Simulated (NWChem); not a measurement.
CH5S cation; SMILES C[SH2+]

```xyz
7

C     -0.0098     1.2132     0.0000
S     -0.0719    -0.6003     0.0000
H     -0.5548     1.5351     0.8983
H     -0.5548     1.5351    -0.8983
H      1.0250     1.5761     0.0000
H      0.8078    -0.8842     0.9987
H      0.8078    -0.8842    -0.9987
```
Atoms are numbered in this order, from 1.

All runs: NWChem. Pople sets run with spherical d functions. STO-3G and 3-21G are far too small for this property and stand as cheap habits. The geometry was optimised at PBE0/def2-SVP. B3LYP is NWChem's, with the RPA form of VWN correlation. Field at 589 nm.

Question: Order these by “isotropic polarisability (bohr³)”, lowest first: B3LYP/def2-TZVPD; B3LYP/6-31G*; B3LYP/STO-3G.

Answer: B3LYP/STO-3G (14.6), B3LYP/6-31G* (25.8), B3LYP/def2-TZVPD (30.7)
